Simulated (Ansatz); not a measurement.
(1) Predict a relaxed structure of `[CH3][Ge]1([CH3])[CH]=CC=[C]1[C]1=CC=[C]([C]2=CC=[CH][Ge]2([CH3])[CH3])[Ge]1([CH3])[CH3]`, charge 0, singlet, at PBE-D4/def2-SVP (Ansatz).

Answers

(1) 
Cartesian coordinates in Å:
```
C -1.4261 3.4950 3.2480
Ge -2.4920 1.8543 3.0282
C -2.1124 0.5706 4.4720
C -4.4002 2.1734 2.7218
C -4.6918 1.7156 1.4669
C -3.6163 1.1280 0.6667
C -2.3474 1.0596 1.2125
C -1.1935 0.5196 0.5697
C 0.0802 0.4515 1.1178
C 1.1527 -0.1265 0.3394
C 0.8835 -0.5997 -0.9377
C 1.8334 -1.1935 -1.8215
C 1.5660 -1.6648 -3.0939
C 2.6621 -2.2474 -3.8694
C 3.9066 -2.3029 -3.3060
Ge 3.7697 -1.5198 -1.5158
C 4.1236 -2.7889 -0.0527
C 4.8108 0.1345 -1.2788
Ge -1.0474 -0.2740 -1.2399
C -1.4089 1.0069 -2.6893
C -2.0966 -1.9242 -1.4600
H -0.3449 3.2539 3.2257
H -1.6595 3.9848 4.2141
H -1.6480 4.2017 2.4256
H -1.0397 0.2934 4.4643
H -2.7157 -0.3463 4.3295
H -2.3572 1.0107 5.4589
H -5.1603 2.6257 3.3756
H -5.7069 1.7721 1.0344
H -3.8368 0.7535 -0.3495
H 0.2926 0.8287 2.1348
H 2.1675 -0.1816 0.7742
H 0.5544 -1.6130 -3.5360
H 2.4524 -2.6249 -4.8864
H 4.7738 -2.7275 -3.8329
H 3.5275 -3.7097 -0.2000
H 3.8442 -2.3379 0.9200
H 5.1978 -3.0586 -0.0222
H 4.5953 0.8373 -2.1062
H 4.5410 0.6216 -0.3209
H 5.8965 -0.0864 -1.2699
H -1.1444 0.5659 -3.6707
H -2.4812 1.2854 -2.7014
H -0.8063 1.9230 -2.5380
H -3.1811 -1.6976 -1.4505
H -1.8444 -2.4182 -2.4191
H -1.8729 -2.6232 -0.6314
```
Point group C2v (tolerance 0.1 Å). This is one stationary point.

Single mean-field runs in def2-SVP are fitted with def2-universal-jkfit.
